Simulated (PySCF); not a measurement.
NMR data simulated for an unnamed compound:

¹H NMR (400 MHz, computed): δ 4.09 (m, 1H), 3.67 (d, 3H), 3.66 (d, 3H), 1.94 (m, 1H), 1.46 (d, 3H).

¹³C{¹H} NMR (computed): δ 127.3 (C), 20.3 (CH3), 8.0 (CH).

How the numbers were obtained: geometry: GFN2-xTB, GIAO PBE0/pcSseg-1 shieldings, in PySCF 2.14 (non-relativistic Hamiltonian, rapidly exchanging positions averaged, no solvent model, one computed conformer).

δ = σ(ref) − σ, references computed at the same level: TMS for ¹H, ¹³C.

Q: Which of these does the molecule contain: a Si–H bond, a nitrile, a methoxy group, a non-aromatic C=C double bond, a CF3 group?

A: 
- A Si–H bond: yes (δH 4.09 (m)).
- A nitrile: yes (δC 127.3).
- A methoxy group: no.
- A non-aromatic C=C double bond: no.
- A CF3 group: no.

The data belong to SMILES [SiH]([C@@H](C)C#N)([SiH3])[SiH3], C$_{3}$H$_{11}$NSi$_{3}$; they needn't prove each group on their own.

Carbon signals by region: 1 in the sp2 and nitrile region (100–160 ppm), 2 below 50 ppm.

Shifts are as computed. Against solution values, carbons near 30 ppm lie about +3 ppm off and those near 130 ppm about +5 ppm. Of 1211 compounds with measured shifts, 218 miss one by over three times the rms of a fit or turn the order of signals round; such compounds aren't used in these exercises. No couplings were computed; multiplicities are counted from neighbouring protons, with m where these are inequivalent, close in shift, in a saturated or five-membered ring or joined by F or P, and br s for small geminal =CH2 splittings.
